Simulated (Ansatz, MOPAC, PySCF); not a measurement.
Complex: AsH3 (SMILES [AsH3]) (first 4 atoms) with H4OSi (SMILES O[SiH3]); geometry from B3LYP-D3(BJ)/def2-TZVP, rigid monomers moved along the line of their centres of mass till As1···H7 is 2.99 Å.
(charge 0, multiplicity 1):
```xyz
10

As    -0.37087    -0.12669    -0.24454
H     -1.82746    -0.18720    -0.67451
H      0.14982    -0.50947    -1.62038
H     -0.25697     1.36492    -0.51510
O      0.84686    -1.36813     3.29184
Si     0.72396    -0.10952     4.34849
H      0.58791    -1.20010     2.37635
H      1.60894     1.02197     3.96986
H      1.12903    -0.63298     5.66875
H     -0.66425     0.41445     4.42480
```

Monomers are frozen at their geometry in the pair; levels with a basis set take the counterpoise correction.

The state reached by PM6, PM7 isn't checked; PM7 holds dispersion and hydrogen-bond terms.

Run with Ansatz (Gaussian basis) for Hartree–Fock, density functionals and correlated methods; MOPAC for PM6, PM7 (differences of heats of formation); PySCF for the dispersion terms. Each number belongs to the level named beside it.

Q: One of these levels gives -2.71 kcal/mol for the interaction energy. Which?
A. PM7
B. PM6
C. r2SCAN-D3(BJ)/def2-TZVPPD
D. PBE0-D3(BJ)/def2-TZVPPD

A: C, r2SCAN-D3(BJ)/def2-TZVPPD. The others give -0.20 (PM6), -0.71 (PM7), -3.09 (PBE0-D3(BJ)/def2-TZVPPD)

Ansatz is a first-principles code.
